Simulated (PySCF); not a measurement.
Method: PBE-D3(BJ)/def2-TZVP // PBE0-D3(BJ)/def2-TZVP (PySCF). All species are isolated molecules in the gas phase. 

Reference species (SMILES): `C[SiH]1[SiH]=[SiH]1` (neutral, multiplicity 1).

* **HOMO**: -5.21 eV
* **HOMO–LUMO gap**: 2.81 eV

Changed species: `C1=[SiH][SiH2][SiH2]1`.

What does the change do to the HOMO and HOMO–LUMO gap?

the HOMO falls by 0.76 eV, to -5.97 eV; the HOMO–LUMO gap increases by 0.61 eV, to 3.42 eV.
